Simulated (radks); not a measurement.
All-electron atom: Kr+ in [Ar] 3d10 4s1 4p6 (not the ground configuration).

Calculated with a radial shooting solver on a logarithmic mesh with Libxc functionals: scalar-relativistic Kohn-Sham, PBE, spin-polarised, spherical densities, finite nucleus; open shells are filled with parallel spins first; Fermi nuclear charge, rms radius 4.1884 fm.

Energy parts (hartree):
part                       energy
total                 -2789.19316
kinetic                2852.96225
electron-nucleus      -6711.18323
Hartree                1165.08676
exchange-correlation    -96.05894

Orbitals (lengths in bohr, moments of r in powers of bohr; <r^-3> diverges for s and p1/2; r(90%) holds 90 % of the orbital's charge):
\begin{tabular}{lrrrrrr}
orbital & occ. & eigenvalue (hartree) & <r> & <r^4> & r(90%) & <r^-3> \\ \hline
1s up & 1 & -520.8142 & 0.04149 & 0.00001386 & 0.0742 & - \\
1s down & 1 & -520.8096 & 0.04149 & 0.00001386 & 0.0742 & - \\
2s up & 1 & -69.01590 & 0.1835 & 0.002724 & 0.284 & - \\
2s down & 1 & -69.01277 & 0.1835 & 0.002724 & 0.284 & - \\
2p up & 3 & -61.07909 & 0.1601 & 0.001970 & 0.261 & 1495 \\
2p down & 3 & -61.07570 & 0.1601 & 0.001970 & 0.261 & 1495 \\
3s up & 1 & -10.19843 & 0.5302 & 0.1652 & 0.788 & - \\
3s down & 1 & -10.19231 & 0.5301 & 0.1648 & 0.788 & - \\
3p up & 3 & -7.67089 & 0.5405 & 0.1967 & 0.824 & 221.9 \\
3p down & 3 & -7.66421 & 0.5402 & 0.1958 & 0.823 & 222.0 \\
3d up & 5 & -3.48865 & 0.5554 & 0.3067 & 0.909 & 26.93 \\
3d down & 5 & -3.48035 & 0.5543 & 0.3027 & 0.907 & 26.99 \\
4s up & 1 & -1.29702 & 1.524 & 10.98 & 2.25 & - \\
4s down & 0 & -1.25709 & 1.534 & 11.37 & 2.27 & - \\
4p up & 3 & -0.75797 & 1.798 & 23.33 & 2.71 & 20.99 \\
4p down & 3 & -0.72460 & 1.824 & 25.04 & 2.76 & 20.35 \\
\end{tabular}

The highest occupied level is 4p down at -19.717 eV. The configuration is held as typed, so some empty levels lie below it. The spin density at the nucleus is 47.04 e/bohr^3 (1s 0.24, 2s 0.11, 3s -0.03, 4s 46.73). Summed over all electrons, <r^2> = 32.18 bohr^2, which gives a Langevin (diamagnetic) susceptibility term of -25.5 x 10^-6 cm^3/mol. Spin moment in Bohr magnetons: 1. The electron density at the nucleus is 5.01e+04 e/bohr^3 (large components only). The density falls to 0.001 e/bohr^3 at r = 3.76 bohr.
